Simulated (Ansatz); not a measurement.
Reaction (formal exchange of groups at the Si–C bond): `C[Si](C)(N)O` + `COC(Cl)I` → `CO[Si](C)(N)O` + `CC(Cl)I`

Calculated with Ansatz (gas phase, PBE0-D4/def2-TZVP geometries, no zero-point term in ΔE). CCSD(T)/CBS adds triple-zeta CCSD(T) − MP2 to the extrapolated MP2 energy (def2 sets, frozen cores). DFT in def2-TZVPP. def2 core potentials past Kr. For I outer-core shells are correlated without core-valence functions, which leaves a few kJ/mol of doubt a bond. Each species was taken in one conformer, which may not be the lowest.

`C[Si](C)(N)O`:

```xyz
14

C     0.497    0.574   -1.605
Si    0.098   -0.291   -0.007
C    -1.510    0.315    0.718
N     1.279   -0.098    1.230
O     0.025   -1.887   -0.439
H     1.469    0.251   -1.989
H    -0.251    0.349   -2.369
H     0.531    1.658   -1.468
H    -1.471    1.385    0.942
H    -2.329    0.153    0.013
H    -1.756   -0.215    1.643
H     1.126    0.545    1.988
H     2.261   -0.230    1.053
H     0.032   -2.508    0.291
```

`COC(Cl)I`:

Z-matrix (Å, degrees):
```
C
O 1 1.421
H 1 1.096 2 110.7
H 1 1.093 2 110.7 3 121.7
H 1 1.088 2 106.2 3 -118.9
C 2 1.353 1 113.9 3 -55.6
I 6 2.141 2 108.1 1 165.1
Cl 6 1.798 2 112.7 1 -72.4
H 6 1.092 2 113.6 1 47.3
```

`CO[Si](C)(N)O`:

```xyz
15

C     1.150   -0.764    1.594
O     1.142    0.294    0.667
Si    0.060    0.415   -0.568
C    -1.674    0.635    0.059
N     0.083   -0.984   -1.541
O     0.589    1.734   -1.393
H     2.103   -0.751    2.127
H     0.345   -0.655    2.330
H     1.040   -1.734    1.097
H    -2.371    0.817   -0.763
H    -2.019   -0.246    0.608
H    -1.726    1.493    0.734
H    -0.772   -1.367   -1.909
H     0.867   -1.194   -2.137
H     1.183    2.308   -0.907
```

`CC(Cl)I`:

```xyz
8

C     0.823   -0.186   -0.058
C    -0.607    0.194    0.209
Cl   -1.538   -1.185    0.806
I    -1.519    1.037   -1.554
H     0.885   -0.958   -0.825
H     1.386    0.688   -0.391
H     1.273   -0.570    0.861
H    -0.702    0.981    0.952
```

```tsv
level	ΔE (kJ/mol)
ωB97M-V	-139.7
r2SCAN	-134.6
MP2/def2-TZVPP	-147.9
MP2/CBS(def2)	-150.0
```

(1) What does CCSD(T)/CBS give? (Best estimate.)

Largest T1 diagnostic among the species: 0.011.

## Answers

(1) The calculation gave: -145.8 kJ/mol. The listed levels differ from it by 6.1, 11.2, -2.1, -4.2 kJ/mol.

In def2-TZVPP, CCSD(T) changes the Hartree–Fock value by +14.7 kJ/mol (the triples alone add +3.8 kJ/mol) and MP2 by +10.6 kJ/mol. From PBE to PBE0 (25 % exact exchange), in def2-TZVPP and without D4, ΔE moves by −10.6 kJ/mol.
